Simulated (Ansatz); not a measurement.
Basis-set series for C2H5AlFNS, SMILES `CS[C]1(F)[NH][AlH]1`. Total charge 0; spin multiplicity 1. All single points use the PBE0-D4/def2-TZVP geometry. It is one conformer, not always the lowest.

Cartesian coordinates in Å:
```
C -1.4388 0.5569 1.2407
S 0.1794 -0.2137 1.4418
C 0.5227 -0.7482 -0.2186
F -0.3633 -1.7691 -0.5724
N 0.6437 0.2301 -1.2760
Al 2.2150 -0.4858 -1.1003
H -2.1615 -0.1633 0.8576
H -1.3867 1.4274 0.5839
H -1.7572 0.8884 2.2295
H -0.1330 0.8220 -1.5302
H 3.6796 -0.5447 -1.6560
```

```json
{"functional": "PBE0-D4", "basis": "def2-TZVPP", "functions": "278", "energy (Eh)": "-874.01790", "HOMO (eV)": "-6.26", "LUMO (eV)": "-1.15"}
{"functional": "PBE0-D4", "basis": "def2-QZVPP", "functions": "518", "energy (Eh)": "-874.05051", "HOMO (eV)": "-6.30", "LUMO (eV)": "-1.23"}
{"functional": "ωB97M-V", "basis": "def2-TZVPP", "functions": "278", "energy (Eh)": "-874.39966", "HOMO (eV)": "-8.47", "LUMO (eV)": "0.45"}
{"functional": "ωB97M-V", "basis": "def2-QZVPP", "functions": "518", "energy (Eh)": "-874.43097", "HOMO (eV)": "-8.51", "LUMO (eV)": "0.22"}
```

Give the rows for def2-SVP. (An estimate is asked.)

Ansatz gave: 
| functional | basis | functions | energy (Eh) | HOMO (eV) | LUMO (eV) |
| --- | --- | --- | --- | --- | --- |
| PBE0-D4 | def2-SVP | 117 | -873.51859 | -6.16 | -0.97 |
| ωB97M-V | def2-SVP | 117 | -873.89352 | -8.35 | 0.75 |

Positive LUMOs are unbound and depend on the basis.
